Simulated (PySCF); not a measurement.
What does the PBE0/def2-SV(P) structure of `COc1ccccc1` look like in three dimensions?

Z-matrix in Å and degrees, rows numbered from 1:
```
C 
O   1  1.3972
C   2  1.3498  1  119.18
C   3  1.4031  2  115.87  1  -179.93
C   4  1.3887  3  120.23  2  -179.99
C   5  1.3985  4  120.52  3    -0.01
C   6  1.3916  5  119.15  4     0.01
C   7  1.3976  6  121.00  5    -0.01
H   1  1.1007  2  106.54  3   179.98
H   1  1.1076  2  111.85  3   -61.21
H   1  1.1076  2  111.87  3    61.19
H   4  1.0933  3  118.21  2     0.00
H   5  1.0946  4  119.39  3   179.99
H   6  1.0936  5  120.42  4   179.99
H   7  1.0947  6  120.05  5  -180.00
H   8  1.0919  3  121.04  2    -0.01
```

The 8 heavy atoms lie in one plane (0.000 Å rms). The 2 C–O bonds span 1.350 Å (O2–C3, drawn single) to 1.397 Å (C1–O2, drawn single), a spread of 0.047 Å. Of the pairs four or more bonds apart, C1···H16 is among the closest relative to their van der Waals radii: 2.55 Å, 88 % of the sum of Bondi's values. The 6-membered ring C3–C4–C5–C6–C7–C8 has internal angles of 119.1° to 121.0°; it is planar, 0.00 Å rms from its mean plane, widest ring torsion 0°.

Level of theory: PBE0/def2-SV(P) geometry optimisation, gas phase (PySCF 2.14.0).

Point group: Cs (every atom within 0.08 Å of its image). No PBE0/def2-SV(P) frequencies stand behind this structure, so it isn't proved a minimum. The numbers are those of one conformer (C1–O2–C3–C4 180°).

On an Arm Neoverse V1 with one thread, no GPU (shared host), this took 16 s and 0.59 GiB of memory at its peak. These figures are those of the optimisation.
